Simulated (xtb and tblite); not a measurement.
Internal rotation in C8H10OSi, SMILES C=Cc1cccc(O[SiH3])c1. Scanned: dihedral C1–C2–C3–C4 and dihedral C6–C7–O8–Si9; all other coordinates were relaxed at GFN2-xTB. Points at φ and −φ are mirror images.

Atom numbering (GFN2-xTB optimised geometry, Å):
```
20

C      2.6956     1.2263     0.9927
C      2.4803     0.0401     0.4370
C      1.2048    -0.4865    -0.0357
C      1.1805    -1.7323    -0.6645
C     -0.0069    -2.2647    -1.1294
C     -1.1929    -1.5718    -0.9766
C     -1.1874    -0.3281    -0.3485
O     -2.3648     0.3171    -0.2153
Si    -2.8076     1.7416     0.4285
C      0.0044     0.2050     0.1159
H      1.9125     1.9468     1.1546
H      3.6806     1.5248     1.3084
H      3.3187    -0.6320     0.2990
H      2.1018    -2.2825    -0.7891
H     -0.0118    -3.2292    -1.6154
H     -2.1282    -1.9740    -1.3332
H     -2.4845     1.7969     1.8564
H     -2.1401     2.8555    -0.2500
H     -4.2350     1.6793     0.1637
H     -0.0200     1.1677     0.6015
```

Method: GFN2-xTB (xtb and tblite).

Energy in kJ/mol above the lowest grid point; x is the dihedral C1–C2–C3–C4 (°), y the dihedral C6–C7–O8–Si9 (°).

```
y \ x  -150  -120   -90   -60  -30    0   30    60    90   120  150  180
-----  ----  ----  ----  ----  ---  ---  ---  ----  ----  ----  ---  ---
180     1.0   7.7  13.6   8.0  1.2  0.2  1.2   8.0  13.6   7.7  1.0  0.0
150     2.9   9.5  15.5   9.9  3.1  2.1  3.0   9.8  15.5   9.7  2.9  1.9
120     6.0  12.5  18.4  12.8  6.1  5.1  6.0  12.8  18.5  12.7  6.0  5.0
90      7.0  13.6  19.4  13.8  7.0  6.0  7.0  13.8  19.5  13.6  6.9  6.0
60      6.0  12.7  18.5  12.8  6.0  5.0  6.0  12.8  18.5  12.6  5.9  5.0
30      3.1   9.8  15.6   9.9  3.0  2.1  3.1   9.9  15.6   9.7  3.1  2.1
0       1.3   8.0  13.8   8.1  1.3  0.3  1.3   8.1  13.8   8.0  1.3  0.4
-30     3.1   9.7  15.6   9.9  3.1  2.1  3.0   9.9  15.6   9.8  3.1  2.1
-60     5.9  12.6  18.5  12.8  6.0  5.0  6.0  12.8  18.5  12.7  6.0  5.0
-90     6.9  13.6  19.5  13.8  7.0  6.0  7.0  13.8  19.4  13.6  7.0  6.0
-120    6.0  12.7  18.5  12.8  6.0  5.1  6.1  12.8  18.4  12.5  6.0  5.0
-150    2.9   9.7  15.5   9.8  3.0  2.1  3.1   9.9  15.5   9.5  2.9  1.9
```

Points that lie below all their neighbours on the grid: x = 180, y = 180 (0.0 kJ/mol); x = 0, y = 180 (0.2 kJ/mol); x = 0, y = 0 (0.3 kJ/mol); x = 180, y = 0 (0.4 kJ/mol). The lowest path on the grid from the first to the second passes x = -90, y = 180 at 13.6 kJ/mol.
